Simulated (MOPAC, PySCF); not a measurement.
[Cd(F)(Br)], neutral singlet in the gas phase. 

Cartesian coordinates (Å):
```xyz
3

Cd    -0.0047    -0.0377    -0.0329
F     -0.0979     1.5040     1.1405
Br     0.1086    -1.9488    -1.4886
```
Charge 0, multiplicity 1.

All levels are single points at this geometry (BP86-D3(BJ)/def2-SVP); Pople sets use spherical d functions. Orbital energies aren't observables, and empty levels follow the basis.

```
level                                   HOMO (eV)  LUMO (eV)  gap (eV)  dipole (D)  vertical IE, Delta-SCF (eV)
--------------------------------------  ---------  ---------  --------  ----------  ---------------------------
B3LYP-D3(BJ)/def2-TZVP in PySCF             -8.40      -2.78      5.63        0.96                            –
PBE-D3(BJ)/def2-TZVP in PySCF               -7.38      -3.32      4.05        0.88                            –
TPSSh-D3(BJ)/def2-TZVP in PySCF             -7.95      -2.79      5.16        0.80                            –
B3LYP/6-31G* (LANL2DZ on Cd) in PySCF       -8.18      -2.60      5.59        0.06                        10.86
B3LYP/LANL2DZ in PySCF                      -8.29      -2.80      5.48        0.56                            –
BP86/6-31G* (LANL2DZ on Cd) in PySCF        -7.25      -3.20      4.05        0.09                            –
M06-2X/6-31G* (LANL2DZ on Cd) in PySCF      -9.72      -1.56      8.15        0.07                            –
PBE/6-31G* (LANL2DZ on Cd) in PySCF         -7.14      -3.09      4.05        0.11                            –
SVWN5/6-31G* (LANL2DZ on Cd) in PySCF       -7.34      -3.40      3.94        0.01                            –
HF/6-31G* (LANL2DZ on Cd) in PySCF         -11.44       0.87     12.31        0.25                        10.11
PM3 in MOPAC                               -11.68      -0.73     10.95        1.31                            –
PM6 in MOPAC                               -10.91      -1.50      9.41        1.76                            –
PM7 in MOPAC                               -11.21      -2.21      9.00        2.15                            –
```
